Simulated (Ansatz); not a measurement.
Breaking a bond in SeF (Selenium monofluoride)

SeF has 2 atoms, charge 0, and is taken as a doublet. SMILES: `F[Se]`. The coordinates come from a PBE0-D4/def2-TZVP relaxation.

```xyz
2

F     0.0000    0.0000    0.0351
Se    0.0000    0.0000    1.7725
```

The F1–Se2 distance is scanned; the parts on either side stay rigid. Basis STO-3G, 10 core orbitals frozen in the correlated methods; program Ansatz 0.2.0. FCI is exact within this basis and core. Energies in eV from each method's value at 1.737 Å; open shells run as named; a dash marks a point that is missing or didn't converge. The shape above is that at 1.737 Å.

```
distance (Å)  UB3LYP  UBHLYP  U-r2SCAN0  UMP2  UCCSD(T)  UBCCD(T)
       1.737    0.00    0.00       0.00  0.00      0.00      0.00
       2.172    1.35    1.38       1.44  1.09      0.67      0.71
       2.606    2.91    2.23       2.50  1.28      1.55      1.54
       3.475    3.38    2.49       2.80  1.32      1.77         –
       4.344    3.39    2.51       2.81  1.33      1.78      1.77
```

**Question.** Estimate the FCI curve, and say how far off each method is.

**Answer.** 
```
distance (Å)   FCI
       1.737  0.00
       2.172  0.71
       2.606  1.59
       3.475  1.81
       4.344  1.82
```

Departure from the FCI curve at its largest: UB3LYP +1.57 eV at 4.34 Å; UBHLYP +0.69 eV at 4.34 Å; U-r2SCAN0 +0.99 eV at 4.34 Å; UMP2 -0.49 eV at 4.34 Å; UCCSD(T) -0.04 eV at 3.48 Å; UBCCD(T) -0.05 eV at 4.34 Å. For the functionals part of the departure is owed to the small basis.
